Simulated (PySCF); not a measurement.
C4H5N, charge -1, doublet, at a GFN2-xTB geometry (a state made from the parent by changing its charge; the spin is typed, not shown lowest); DF-PBE/aug-cc-pVDZ run with PySCF.

PySCF was given this input:
```python
from pyscf import gto, scf, dft
import numpy

mol = gto.M(
    atom='''
C    -0.04995486   -1.07906447    0.56123814
C    -1.15502101   -0.30673478    0.23174145
C    -0.71018762    0.82084237   -0.47439752
N     0.73369944    0.83310904   -0.50790060
C     1.09703458   -0.44222352    0.06446047
H    -0.06038837   -2.05008844    1.04625134
H    -2.19607247   -0.55746084    0.40945613
H    -1.23666393    1.76188197   -0.60695401
H     1.14387859    1.64255790    0.01376257
H     2.12212363   -0.58557148    0.39453298
''',
    basis='aug-cc-pvdz',
    charge=-1,
    spin=1,
    verbose=4,
)
print('smallest overlap eigenvalue', numpy.linalg.eigvalsh(mol.intor('int1e_ovlp'))[0])

mf = dft.UKS(mol)
mf.xc = 'pbe'
mf = mf.density_fit(auxbasis='def2-universal-jkfit')
mf = scf.addons.remove_linear_dep_(mf, threshold=1e-4, lindep=1e-4)
mf.kernel()
mf.analyze()
```

It wrote (shortened):

```
PySCF version 2.14.0

[INPUT] verbose = 4
[INPUT] num. atoms = 10
[INPUT] num. electrons = 37
[INPUT] charge = -1
[INPUT] spin (= nelec alpha-beta = 2S) = 1
[INPUT] symmetry False subgroup None
[INPUT] Mole.unit = angstrom
[INPUT] Symbol           X                Y                Z      unit          X                Y                Z       unit  Magmom
[...]
nuclear repulsion = 157.993249035619
number of shells = 65
number of NR pGTOs = 230
number of NR cGTOs = 160
basis = aug-cc-pvdz
ecp = {}
input.py:27: DeprecationWarning: remove_linear_dep_ is deprecated and will be removed in a future release. Linear dependency handling is now built into the SCF procedure by default. Linear dependency removal can be controlled using the following settings:
  pyscf.scf.hf.remove_overlap_zero_eigenvalue = True
  pyscf.scf.hf.overlap_zero_eigenvalue_threshold = 1e-6

  mf = scf.addons.remove_linear_dep_(mf, threshold=1e-4, lindep=1e-4)
smallest overlap eigenvalue 1.824541816038551e-05
Applying remove_linear_dep_ on SCF object.
Using canonical orthogonalization with threshold 0.0001

******** <class 'pyscf.df.df_jk.DFUKS'> ********
method = DFUKS
initial guess = minao
damping factor = 0
level_shift factor = 0
DIIS = <class 'pyscf.scf.diis.CDIIS'>
diis_start_cycle = 1
diis_space = 8
diis_damp = 0
SCF conv_tol = 1e-09
SCF conv_tol_grad = None
SCF max_cycles = 50
direct_scf = False
number electrons alpha = 19  beta = 18
XC library pyscf.dft.libxc version 7.1.2
    S. Lehtola, C. Steigemann, M. J. T. Oliveira, and M. A. L. Marques,  SoftwareX 7, 1–5 (2018)
XC functionals = pbe
    J. P. Perdew, K. Burke, and M. Ernzerhof,  Phys. Rev. Lett. 77, 3865 (1996)
    J. P. Perdew, K. Burke, and M. Ernzerhof,  Phys. Rev. Lett. 78, 1396 (1997)
    J. P. Perdew, K. Burke, and M. Ernzerhof,  Phys. Rev. Lett. 77, 3865 (1996)
    J. P. Perdew, K. Burke, and M. Ernzerhof,  Phys. Rev. Lett. 78, 1396 (1997)
radial grids:
    Treutler-Ahlrichs [JCP 102, 346 (1995); DOI:10.1063/1.469408] (M4) radial grids

becke partition: Becke, JCP 88, 2547 (1988); DOI:10.1063/1.454033
pruning grids: <function nwchem_prune>
grids dens level: 3
symmetrized grids: False
atomic radii adjust function: <function treutler_atomic_radii_adjust>
small_rho_cutoff = 0
Set gradient conv threshold to 3.16228e-05
tot grids = 119416
init E= -210.406254714149

cycle= 1 E= -209.687921021858  delta_E= 0.718  |g|= 0.492  |ddm|= 4.18
cycle= 2 E= -207.624012488408  delta_E= 2.06  |g|= 1.65  |ddm|=   79
[...]
SCF not converged.
Total Energy =                        -209.890959493960764
[...]
spin_pop of  6 H 2py       0.00001
spin_pop of  6 H 2pz       0.00023
spin_pop of  6 H 3px       0.00069
spin_pop of  6 H 3py       0.00007
spin_pop of  6 H 3pz       0.00020
spin_pop of  7 H 1s        0.00930
spin_pop of  7 H 2s        0.06383
spin_pop of  7 H 3s        0.06319
spin_pop of  7 H 2px       0.00019
spin_pop of  7 H 2py       0.00047
spin_pop of  7 H 2pz       0.00009
spin_pop of  7 H 3px       0.00035
spin_pop of  7 H 3py       0.00088
spin_pop of  7 H 3pz       0.00002
spin_pop of  8 H 1s        0.07563
spin_pop of  8 H 2s        0.21154
spin_pop of  8 H 3s        0.12094
spin_pop of  8 H 2px       0.00131
spin_pop of  8 H 2py       0.00440
spin_pop of  8 H 2pz       0.00129
spin_pop of  8 H 3px       0.00247
spin_pop of  8 H 3py       0.00844
spin_pop of  8 H 3pz       0.00245
spin_pop of  9 H 1s        0.00908
spin_pop of  9 H 2s        0.05858
spin_pop of  9 H 3s        0.05814
spin_pop of  9 H 2px       0.00066
spin_pop of  9 H 2py       0.00004
spin_pop of  9 H 2pz       0.00000
spin_pop of  9 H 3px       0.00103
spin_pop of  9 H 3py       0.00004
spin_pop of  9 H 3pz       0.00011
 ** Mulliken Spin Density (per atom)  **
spin density of  0 C =      0.01086
spin density of  1 C =      0.01124
spin density of  2 C =      0.03683
spin density of  3 N =      0.04344
spin density of  4 C =      0.03630
spin density of  5 H =      0.07973
spin density of  6 H =      0.08712
spin density of  7 H =      0.13831
spin density of  8 H =      0.42847
spin density of  9 H =      0.12769
 ** Mulliken pop alpha/beta on meta-lowdin orthogonal AOs **
 ** Mulliken pop       alpha | beta **
In total            19.00000 | 18.00000
 ** Mulliken atomic charges   ( Nelec_alpha | Nelec_beta ) **
charge of  0C =     -0.18071  (     3.09579      3.08492 )
charge of  1C =     -0.17919  (     3.09522      3.08398 )
charge of  2C =     -0.12403  (     3.08043      3.04360 )
charge of  3N =     -0.25242  (     3.64793      3.60449 )
charge of  4C =     -0.12443  (     3.08037      3.04406 )
charge of  5H =      0.03058  (     0.52457      0.44484 )
charge of  6H =      0.02389  (     0.53162      0.44450 )
charge of  7H =     -0.02202  (     0.58017      0.44185 )
charge of  8H =     -0.15869  (     0.79358      0.36511 )
charge of  9H =     -0.01298  (     0.57033      0.44265 )

WARN: System has nonzero charge -1; the dipole moment is origin-dependent.
Location of origin: [0. 0. 0.]

Dipole moment(X, Y, Z, Debye): -2.97995, -5.60844, -2.04020
```

The run did not converge; its last values are not results.
